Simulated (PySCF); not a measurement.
C4H7BFN, SMILES C=C=CB(F)NC. Atoms are numbered in the order given.

```xyz
14

C     -0.7780    -2.9419     0.0000
C      0.1297    -1.9958     0.0000
C      0.9949    -1.0053     0.0000
B      0.5669     0.5014     0.0000
F      1.5383     1.4373     0.0000
N     -0.7715     0.9115     0.0000
C     -1.2495     2.2757     0.0000
H     -1.1630    -3.3608     0.9374
H     -1.1630    -3.3608    -0.9374
H      2.0673    -1.2507     0.0000
H     -1.4905     0.1941     0.0000
H     -1.8608     2.5000     0.8920
H     -0.3894     2.9590     0.0000
H     -1.8608     2.5000    -0.8920
```

Geometry optimised at r2SCAN-D4/def2-SVP. This is a generated structure with no PubChem entry under its InChIKey; it may be hypothetical. Other conformers were not sampled.

Vertical ionisation energy (IE) and electron affinity (EA) in eV. Rows of orbital energies are one-electron estimates. Where ΔSCF, EOM or ADC give a negative EA the extra electron is unbound and the value depends on the basis.

| level | IE | EA |
|---|---|---|
| −ε(HOMO), −ε(LUMO), HF/def2-TZVP (PySCF) | ? | ? |
| −ε(HOMO), −ε(LUMO), PBE/def2-TZVP (PySCF) | 5.92 | 1.53 |

Question: Fill in the missing entries. (Estimate from the structure and the level; the computed values follow.)

Answer: 
- −ε(HOMO), −ε(LUMO), HF/def2-TZVP (PySCF), IE: 9.99
- −ε(HOMO), −ε(LUMO), HF/def2-TZVP (PySCF), EA: -3.04
